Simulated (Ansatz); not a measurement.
Basis sets compared for [CuF2]- (CuF₂⁻). The state is a singlet with charge -1. Geometry PBE0-D4/def2-TZVPD. Ansatz on 4 threads of Arm Neoverse V1 on a shared host; times are rough, and most runs start from earlier orbitals.

```xyz
3

Cu    0.000    0.000    0.000
F     0.114    1.203    1.342
F    -0.114   -1.202   -1.342
```

The 6-31G sets use Cartesian d functions. B3LYP takes the VWN-RPA correlation. The restricted singlet is unstable towards broken spin symmetry in Hartree–Fock (as tested in another run); at PBE-D4/def2-SVPD, B3LYP-D4/6-31G, B3LYP-D4/def2-TZVPD, PBE0-D4/def2-SVPD and others this wasn't settled. At PBE-D4/def2-SVPD, PBE-D4/def2-TZVPD, B3LYP-D4/6-31G the highest occupied level of the charge -1 singlet lies above zero (up to 0.67 eV). By energy differences its removal costs 3.49 eV (vertical, to the charge 0 doublet, at PBE0-D4/def2-TZVPD), and other spins of that charge weren't run.

```tsv
level	functions	energy (Eh)	HOMO (eV)	LUMO (eV)	wall time
PBE-D4/def2-SVPD	80	-1839.5430	0.67	3.60	0.55 s
B3LYP-D4/6-31G	47	-1840.0221	0.34	5.29	0.45 s
PBE0-D4/def2-SVPD	80	-1839.5337	-0.92	4.30	0.7 s
```

**Question.** Estimate the rows for PBE-D4/def2-TZVPD (with forces), B3LYP-D4/def2-TZVPD, PBE0-D4/def2-TZVPD.

**Answer.** 
```csv
level,functions,energy (Eh),HOMO (eV),LUMO (eV),wall time
PBE-D4/def2-TZVPD (with forces),128,-1840.0171,0.44,3.42,0.9 s
B3LYP-D4/def2-TZVPD,128,-1840.4966,-0.98,3.84,1 s
PBE0-D4/def2-TZVPD,128,-1839.9990,-1.09,4.10,1.1 s
```
